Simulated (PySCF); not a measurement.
## Electron correlation in N³⁺ (nitrogen, charge +3)

[He] 2s2, closed-shell 1S. Calculation: PySCF 2.14, in aug-cc-pCVTZ-DK with one added diffuse shell each of s, p, d, f type (8s7p5d3f, 75 functions); scalar relativity by spin-free X2C-1e. Frozen: nothing; 4 electrons correlated.

| level | correlation energy (mhartree) |
| --- | --- |
| CCSD | -131.81 |
| (T) | -0.71 |
| CCSD(T) | -132.52 |

Diagnostics: T1 = 0.0051, D1 = 0.0103, largest double amplitude 0.151.

A double-excitation amplitude exceeds 0.15, a sign of near-degeneracy.

Cost of the coupled-cluster step: about 4 core-seconds, for 4 correlated electrons.
